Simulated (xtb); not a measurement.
Cl$_{4}$Zr, singlet, geometry from GFN2-xTB (such geometries of metal compounds can be far from the true shape); GFN2-xTB with GBSA(thf) run with xtb 6.7.1.

Here is a job for xtb.
```
$ xtb mol.xyz --gfn 2 --gbsa thf --json

# file mol.xyz
5

Zr    -0.00000000     0.00000000     0.00000000
Cl     1.79919529    -0.56519177    -1.22978742
Cl     0.64651622     0.46587134     2.10568355
Cl    -0.98544887     1.81277582    -0.90092002
Cl    -1.46026264    -1.71345538     0.02502389
```

Output, abridged:

```
   ID    Z sym.   atoms
    1   40 Zr     1
    2   17 Cl     2-5

           -------------------------------------------------
          |                Calculation Setup                |
           -------------------------------------------------

           -------------------------------------------------
          |                 G F N 2 - x T B                 |
           -------------------------------------------------

      * Solvation model:               GBSA
        Solvent                        thf
        Parameter file                 internal GFN2-xTB/GBSA
        Dielectric constant                7.6000E+00
        Reference state                gsolv [1 M gas/solution]
        Free energy shift                  3.3994E-03 Eh       2.1331E+00 kcal/mol
        Temperature                        2.9815E+02 K
        Density                            8.8300E-01 kg/L
        Solvent mass                       7.2106E+01 g/mol
        Interaction kernel             Still
        Born radius scaling (c1)           1.5128E+00
        Born radii integrator          GBOBC
        Born offset                        6.0704E-04 a0       1.1471E-03 AA
        H-bond correction              true
        Ion screening                  false
        Surface tension                    1.0000E-05 Eh       1.5569E+01 dyn/cm
        Grid points                               230 per atom

          ...................................................
          :                      SETUP                      :
          :.................................................:
          :  # basis functions                  50          :
          :  # atomic orbitals                  45          :
          :  # shells                           15          :
          :  # electrons                        32          :
          :  max. iterations                   250          :
          :  Hamiltonian                  GFN2-xTB          :
          :  restarted?                      false          :
          :  GBSA solvation                   true          :
          :  PC potential                    false          :
          :  electronic temp.          300.0000000     K    :
          :  accuracy                    1.0000000          :
          :  -> integral cutoff          0.2500000E+02      :
          :  -> integral neglect         0.1000000E-07      :
          :  -> SCF convergence          0.1000000E-05 Eh   :
          :  -> wf. convergence          0.1000000E-03 e    :
          :  Broyden damping             0.4000000          :
          :  net charge                          0          :
          :  unpaired electrons                  0          :
          ...................................................

 iter      E             dE          RMSdq      gap      omega  full diag
   1    -20.1186953 -0.201187E+02  0.432E+00    2.62       0.0  T
   2    -20.1345095 -0.158142E-01  0.382E+00    3.27       1.0  T
   3    -20.1351361 -0.626569E-03  0.234E+00    3.19       1.0  T
   4    -20.1352053 -0.692302E-04  0.113E-01    3.25       1.0  T
   5    -20.1352133 -0.800378E-05  0.513E-02    3.23       1.0  T
   6    -20.1352152 -0.182747E-05  0.295E-02    3.24       1.5  T
   7    -20.1352152 -0.715614E-07  0.112E-02    3.24       4.0  T
   8    -20.1352153 -0.418704E-07  0.123E-03    3.23      36.2  T
   9    -20.1352153  0.241016E-10  0.241E-04    3.23     185.7  T
  10    -20.1352153 -0.130999E-09  0.211E-06    3.23   21209.0  T

   *** convergence criteria satisfied after 10 iterations ***

         :::::::::::::::::::::::::::::::::::::::::::::::::::::
         ::                     SUMMARY                     ::
         :::::::::::::::::::::::::::::::::::::::::::::::::::::
         :: total energy             -20.090808539018 Eh    ::
         :: total w/o Gsasa/hb       -20.084629340695 Eh    ::
         :: gradient norm              0.004807697199 Eh/a0 ::
         :: HOMO-LUMO gap              3.234885186417 eV    ::
         ::.................................................::
         :: SCC energy               -20.135209091287 Eh    ::
         :: -> isotropic ES            0.063409533632 Eh    ::
         :: -> anisotropic ES         -0.000055563710 Eh    ::
         :: -> anisotropic XC         -0.000045842106 Eh    ::
         :: -> dispersion             -0.005394495729 Eh    ::
         :: -> Gsolv                  -0.012061808070 Eh    ::
         ::    -> Gelec               -0.005882609747 Eh    ::
         ::    -> Gsasa               -0.009578563380 Eh    ::
         ::    -> Ghb                  0.000000000000 Eh    ::
         ::    -> Gshift               0.003399365057 Eh    ::
         :: repulsion energy           0.044400552269 Eh    ::
         :: add. restraining           0.000000000000 Eh    ::
         :: total charge              -0.000000000000 e     ::
         :::::::::::::::::::::::::::::::::::::::::::::::::::::

           -------------------------------------------------
          |                Property Printout                |
           -------------------------------------------------

    * Orbital Energies and Occupations

         #    Occupation            Energy/Eh            Energy/eV
      -------------------------------------------------------------
         1        2.0000           -1.1217242             -30.5237
       ...           ...                  ...                  ...
         4        2.0000           -1.0982972             -29.8862
         5        2.0000           -0.5663252             -15.4105
         6        2.0000           -0.4787227             -13.0267
         7        2.0000           -0.4787227             -13.0267
         8        2.0000           -0.4787227             -13.0267
         9        2.0000           -0.4656531             -12.6711
        10        2.0000           -0.4656531             -12.6711
        11        2.0000           -0.4656531             -12.6711
        12        2.0000           -0.4627757             -12.5928
        13        2.0000           -0.4627757             -12.5928
        14        2.0000           -0.4564379             -12.4203
        15        2.0000           -0.4564379             -12.4203
        16        2.0000           -0.4564379             -12.4203 (HOMO)
        17                         -0.3375581              -9.1854 (LUMO)
        18                         -0.3375581              -9.1854
        19                         -0.3094948              -8.4218
        20                         -0.3094948              -8.4218
        21                         -0.3094948              -8.4218
        22                         -0.0054474              -0.1482
        23                          0.0114476               0.3115
        24                          0.0114476               0.3115
        25                          0.0114477               0.3115
        26                          0.0119352               0.3248
        27                          0.0119352               0.3248
       ...                                ...                  ...
        45                          0.7266797              19.7740
      -------------------------------------------------------------
                  HL-Gap            0.1188798 Eh            3.2349 eV
             Fermi-level           -0.3969980 Eh          -10.8029 eV

     #   Z          covCN         q      C6AA      α(0)
     1  40 Zr       2.940     1.210    99.114    23.956
     2  17 Cl       0.735    -0.303   108.571    15.938
     3  17 Cl       0.735    -0.303   108.571    15.938
     4  17 Cl       0.735    -0.303   108.571    15.938
     5  17 Cl       0.735    -0.303   108.571    15.938

 Mol. C6AA /au·bohr⁶  :       2578.523285
 Mol. C8AA /au·bohr⁸  :     150652.655394
 Mol. α(0) /au        :         87.707530

Wiberg/Mayer (AO) data.
largest (>0.10) Wiberg bond orders for each atom

 ---------------------------------------------------------------------------
     #   Z sym  total        # sym  WBO       # sym  WBO       # sym  WBO
 ---------------------------------------------------------------------------
     1  40 Zr   4.374 --     5 Cl   1.093     2 Cl   1.093     4 Cl   1.093
                             3 Cl   1.093
     2  17 Cl   1.223 --     1 Zr   1.093
     3  17 Cl   1.223 --     1 Zr   1.093
     4  17 Cl   1.223 --     1 Zr   1.093
     5  17 Cl   1.223 --     1 Zr   1.093
 ---------------------------------------------------------------------------

Topologies differ in total number of bonds
Writing topology from bond orders to xtbtopo.mol

molecular dipole:
                 x           y           z       tot (Debye)
 q only:       -0.000      -0.000      -0.000
   full:       -0.000      -0.000      -0.000       0.000
molecular quadrupole (traceless):
                xx          xy          yy          xz          yz          zz
 q only:        0.000       0.000       0.000      -0.000      -0.000      -0.000
  q+dip:        0.000       0.000       0.000      -0.000      -0.000      -0.000
   full:        0.000       0.000       0.000      -0.000      -0.000      -0.000

           -------------------------------------------------
          | TOTAL ENERGY              -20.090808539018 Eh   |
          | GRADIENT NORM               0.004807697199 Eh/α |
          | HOMO-LUMO GAP               3.234885186417 eV   |
           -------------------------------------------------

normal termination of xtb
```
